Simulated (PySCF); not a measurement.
## C₂H₂N, SMILES `[CH2]C#N` (charge 0, multiplicity 2)

All values below come from PBE-D3(BJ)/def2-TZVP // PBE0-D4/def2-TZVP (PySCF).

```
Property                                              Result
-----------------------------  -----------------------------
highest occupied spin orbital                       -6.39 eV
dipole moment                                         3.38 D
total energy                                    -131.9814 Ha
cost                           very roughly 100 core-seconds
```

```xyz
5

C     -0.5668     0.0000     0.0034
C      0.8094     0.0002    -0.0050
N      1.9741     0.0000    -0.0119
H     -1.1085     0.9355     0.0214
H     -1.1082    -0.9357    -0.0079
```
Charge 0, spin multiplicity 2.
